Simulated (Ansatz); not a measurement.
Species: CH₂NO (charge 0, doublet). It need not be the lowest isomer of its formula. SMILES: [NH]C=O
Coordinates optimised at B3LYP-D3(BJ)/def2-TZVP (Ansatz, a first-principles code):
```
C
O 1 1.2022
N 1 1.3856 2 125.91
H 3 1.0255 1 111.59 2 -114.89
H 1 1.1150 2 122.69 3 174.84
```
Charge 0, spin multiplicity 2.

Computed values are from Ansatz. Valence correlation only, unless marked. UHF or UKS for open shells. No spin-orbit coupling. No relativistic terms. CBS marks a two-point X^-3 extrapolation of the correlation energy; Hartree-Fock from the larger set. [CCSD(T)-MP2]/basis is that difference in the basis named.

Q: What is the T1 diagnostic at CCSD/aug-cc-pVTZ?

A: 0.018.

Q: What is the vertical electron affinity (to the singlet; negative means unbound) at RI-MP2/CBS(aug-cc-pVTZ,aug-cc-pVQZ)+[CCSD(T)-MP2]/aug-cc-pVTZ?

A: 1.94 eV.

Q: What is the total energy at RI-MP2/CBS(aug-cc-pVTZ,aug-cc-pVQZ)+[CCSD(T)-MP2]/aug-cc-pVTZ?

A: -169.0352 Eh.

Q: What is the vertical ionisation energy (to the triplet) at RI-MP2/CBS(aug-cc-pVTZ,aug-cc-pVQZ)+[CCSD(T)-MP2]/aug-cc-pVTZ?

A: 11.01 eV.

Q: What is the atomisation energy De at RI-MP2/CBS(aug-cc-pVTZ,aug-cc-pVQZ)+[CCSD(T)-MP2]/aug-cc-pVTZ?

A: 1854.0 kJ/mol.
